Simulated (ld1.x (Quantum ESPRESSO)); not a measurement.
**gold (Au), TM semilocal: configuration errors across variants**

Au, norm-conserving Troullier–Martins (semilocal form), made with ld1.x (Quantum ESPRESSO) 7.5 (LDA (PZ), scalar-relativistic). Core [Kr] 4d10 4f14 5s2, reference 5p6 5d10 6s1 6p0. Waves: 5p (bound): rc 1.70 bohr; 5d (bound): rc 2.05 bohr; 6s (bound): rc 2.00 bohr. Local part: the s channel. Core correction: Bessel-smoothed model core, default radius (core density twice the valence density).

All-electron excitation energies from the reference (eV): (1) 5p6 5d10 6s0 6p0 9.774; (2) 5p6 5d9 6s0 6p0 31.275; (3) 5p6 5d8 6s0 6p0 65.442; (4) 5p6 5d9 6s1 6p1 7.518; (5) 5p6 5d9 6s1 6p0 12.374; (6) 5p5 5d10 6s1 6p0 66.401; (7) 5p6 5d10 6s0 6p1 5.398; (8) 5p6 5d10 6s1 6p0 spin -0.134; (9) 5p6 5d9 6s0 6p0 spin 31.134.

Spin tests fill each open shell by Hund’s rule, majority spin first.

A semilocal file is local in each channel, so a ghost entry of none says nothing of the separable form that plane-wave codes build from it.

Errors AE − PS in meV (a dash: test not solved or not reliable):

```csv
change,(1),(2),(3),(4),(5),(6),(7),(8),(9),bound ghosts
base,-12,-5.7,0.0,+260,+0.6,-182,+189,+0.3,-3.0,none
wave 5p (bound): rc 1.70 bohr becomes 5p (bound): rc 1.10 bohr,-12,-5.6,-2.7,+26,+0.1,-120,+10,+0.4,-4.0,none
wave 5p (bound): rc 1.70 bohr becomes 5p (bound): rc 1.42 bohr,-12,-5.7,-1.7,+105,+0.3,-144,+70,+0.4,-3.6,none
wave 5p (bound): rc 1.70 bohr becomes 5p (bound): rc 1.84 bohr,-12,-5.6,+1.0,+336,+0.8,-197,+248,+0.4,-2.6,none
wave 5p (bound): rc 1.70 bohr becomes 5p (bound): rc 2.10 bohr,-12,-5.6,+1.8,+400,+0.9,-209,+298,+0.4,-2.4,none
wave 5p (bound): rc 1.70 bohr becomes 5p (bound): rc 2.28 bohr,-12,-5.7,+0.7,+313,+0.8,-195,+228,+0.4,-2.8,none
wave 5p (bound): rc 1.70 bohr becomes 5p (bound): rc 2.52 bohr,-12,-6.3,-2.5,+45,+0.5,-155,+10,+0.3,-3.9,none
```

(1) Give the same row for: wave 5p (bound): rc 1.70 bohr becomes 5p (bound): rc 1.58 bohr.

Results:

(1) -12, -5.7, -0.9, +185, +0.6, -164, +131, +0.4, -3.3; bound ghosts: none.
